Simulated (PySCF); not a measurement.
C₅H₁₄OSi, SMILES CC(C)CCO[SiH3] at its GFN2-xTB optimised geometry (Å):

```
21

C      1.3306    -2.5704    -0.3269
C      0.8120    -1.1713     0.0000
C      1.3771    -0.7079     1.3407
C     -0.7213    -1.1713     0.0000
C     -1.3226     0.2319     0.0000
O     -0.9451     0.9090    -1.1630
Si    -1.0188     2.4830    -1.5213
H      0.9787    -2.8942    -1.3038
H      0.9854    -3.2859     0.4174
H      2.4181    -2.5818    -0.3343
H      1.1457    -0.4814    -0.7817
H      1.0748     0.3117     1.5650
H      1.0300    -1.3562     2.1435
H      2.4642    -0.7392     1.3212
H     -1.0733    -1.6834    -0.8978
H     -1.0946    -1.7124     0.8720
H     -0.9963     0.7927     0.8833
H     -2.4181     0.1640     0.0364
H     -2.4020     2.9727    -1.5410
H     -0.2802     3.2859    -0.5383
H     -0.3939     2.4522    -2.8327
```

Method: B3LYP/def2-SVP (PySCF).

Map of the HOMO−1 amplitude (bohr^(-3/2)) on the plane z = 0.6 Å; orbital energy -8.12 eV, overall sign arbitrary:

```
|6666666666666666666666666666666|
|6666666666666666666666666666666|
|6666666666666666666666666666666|
|6666666666666666666666666666666|
|6666666666666666666666666666666|
|6666666666666555666666666666666|
|6666666666665555566666666666666|
|6666666666665555666666666666666|
|6666666666665555666666666666666|
|6666666666555556666666666666666|
|6666666665555556666666666666666|
|6666666655544455666666666666666|
|6666666555422345666666666666666|
|6666666554200245666666666666666|
|6666666554211356666666666666666|
|6666666555456666666666666666666|
|6666666666689876555556666666666|
|6666666666789976544555566666666|
|6666666666788865445555666666666|
|6666666666676544556666666666666|
|6666666666665445667766666666666|
|6666666666655555677766666666666|
|6666666666665566677766666666666|
|6666666666666666677666666666666|
|6666666666666666677666666666666|
|6666666666666666666666666666666|
|6666666666666666666666666666666|
|6666666666666666666666666666666|
|6666666666666666666666666666666|
|6666666666666666666666666666666|
|6666666666666666666666666666666|
```
Scale: ten equal steps from -0.129 (start of '0') to 0.068 (end of '9'), in the order '0123456789'; x runs from -5.50 to 5.50, y from -5.50 (bottom) to 5.50 (top).
